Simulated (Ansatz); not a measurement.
One geometry of the cluster Cs₃F₃, several levels of theory.

```yaml
crystal:
  periodic: [false, false, false]
  atoms:
    - {symbol: Cs, position_ang: [0.537600, 2.434649, 1.289133]}
    - {symbol: Cs, position_ang: [-2.098606, -1.629685, 0.899420]}
    - {symbol: Cs, position_ang: [1.562590, -0.804664, -2.187742]}
    - {symbol: F, position_ang: [1.766798, 1.385241, -0.769253]}
    - {symbol: F, position_ang: [-1.309339, 0.671737, 1.863846]}
    - {symbol: F, position_ang: [-0.459052, -2.057269, -1.095404]}
basis:
  gaussian: {orbitals: def2-TZVPD, initial_orbitals: start.molden}
hamiltonian: {xc: pbe, dispersion: d4}
scf: {omitted_lower_state_checks: [starts]}
output: {orbitals: {seedname: orbitals}}
```

The file start.molden holds the orbitals of an earlier run on this structure, at another level or in another basis.

```sh
$ ansatz run in.yaml --threads 4 --pin off --events-out ev --progress --plain --max-ram 3916MiB
```

Output, abridged:

```
Functional definition: PBE
1518 factors; their error is unknown
mean field evaluation 1: about -9799.7867 eV, gradient 1.2e1 eV
mean field evaluation 2: about -9800.1083 eV, gradient 4.8e-1 eV
mean field evaluation 4: about -9800.0997 eV, gradient 6.4e-2 eV
mean field -9800.09967338 eV, -360.1470202505 hartree, gradient 2.6e-5 eV, S^2 0.000000; 0 other end points of the search recorded, 0 dependent functions left out
reference -9800.09973178 eV, -360.1470223969 hartree; 27, 27 occupied and 189, 189 virtual orbitals, 1518 factors
Total energy: -9800.20703973 eV, -360.1509658912 hartree
Checks for a lower state left out: starts
```

Hardware: 4 threads of Arm Neoverse V2 on a shared host. Wall time 3.5 s.

As the first input, with `gaussian: {orbitals: def2-TZVP, initial_orbitals: start.molden}`, `output: {forces: true, orbitals: {seedname: orbitals}}` (abridged; 2.6 s):

```
Functional definition: PBE
mean field -9799.91785665 eV, -360.1403386090 hartree, gradient 2.2e-5 eV, S^2 0.000000
Total energy: -9800.02529892 eV, -360.1442870394 hartree
Atom 0 force     0.015267     0.069024     0.036644 eV/Å
Atom 1 force    -0.059493    -0.046861     0.025627 eV/Å
Atom 2 force     0.043679    -0.022272    -0.062931 eV/Å
Atom 3 force     0.019502     0.014291    -0.007636 eV/Å
Atom 4 force    -0.014298     0.007569     0.019075 eV/Å
Atom 5 force    -0.004658    -0.021750    -0.010778 eV/Å
Dipole moment:     0.001893     0.000359     0.001025 e Å
Checks for a lower state left out: starts
```

The first input with `gaussian: {orbitals: def2-TZVP, initial_orbitals: start.molden}`, `hamiltonian: {xc: pbe0, dispersion: d4}` (abridged; 3.1 s):

```
Functional definition: PBE0
mean field -9799.04036872 eV, -360.1080915223 hartree, gradient 1.3e-5 eV, S^2 0.000000
Total energy: -9799.13470650 eV, -360.1115583717 hartree
Checks for a lower state left out: starts
```

First input, but with `gaussian: {orbitals: def2-TZVP, initial_orbitals: start.molden}`, `hamiltonian: {xc: {name: r2SCAN0}, dispersion: d4}` (abridged; 5.5 s):

```
Functional definition: r2SCAN0
mean field -9801.85339308 eV, -360.2114682609 hartree, gradient 2.3e-5 eV, S^2 0.000000
Total energy: -9801.88372774 eV, -360.2125830390 hartree
Checks for a lower state left out: starts
```

First input, but with `hamiltonian: {xc: pbe0, dispersion: d4}` (abridged; 3.9 s):

```
Functional definition: PBE0
mean field -9799.20455874 eV, -360.1141253943 hartree, gradient 2.2e-5 eV, S^2 0.000000
Total energy: -9799.29884731 eV, -360.1175904353 hartree
Checks for a lower state left out: starts
```

The first input with `gaussian: {orbitals: def2-TZVP, initial_orbitals: start.molden}`, `hamiltonian: {xc: lda}` (abridged; 1.2 s):

```
Functional definition: SPW92
mean field -9749.93132114 eV, -358.3033673110 hartree, gradient 1.9e-5 eV, S^2 0.000000
Total energy: -9749.93145101 eV, -358.3033720838 hartree
Checks for a lower state left out: starts
```

As the first input, with `gaussian: {orbitals: def2-SVP, initial_orbitals: start.molden}` (abridged; 1.6 s):

```
Functional definition: PBE
mean field -9789.04109164 eV, -359.7406248674 hartree, gradient 7.9e-6 eV, S^2 0.000000
Total energy: -9789.14848047 eV, -359.7445713341 hartree
Checks for a lower state left out: starts
```

Geometry: r2SCAN-D4/def2-SVP.

In the def2 sets Cs takes a core potential; there is no spin–orbit coupling. The structure comes from a short search, and lower isomers may exist.
